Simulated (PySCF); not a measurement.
SMILES S[SiH2]C#C (B3LYP/def2-SVP optimised geometry):

```
8

C      1.394     0.679     0.000
C      0.177     0.679     0.000
Si    -1.660     0.660     0.008
S     -2.470    -0.906    -1.239
H      2.470     0.681    -0.003
H     -2.115     0.521     1.418
H     -2.180     1.920    -0.583
H     -1.940    -1.920    -0.514
```

Computed with B3LYP/def2-TZVP in PySCF 2.14.0.

Question: What are the frontier orbital energies and the dipole moment?

Answer: HOMO-2 -8.18 eV, HOMO-1 -8.13 eV, HOMO -7.32 eV, LUMO -0.88 eV, LUMO+1 -0.44 eV; dipole moment 1.35 D.

Meta-Löwdin charges at B3LYP/def2-TZVP: C1 -0.14, C2 -0.30, Si3 0.63, S4 -0.29, H5 0.18, H6 -0.10, H7 -0.09, H8 0.10.
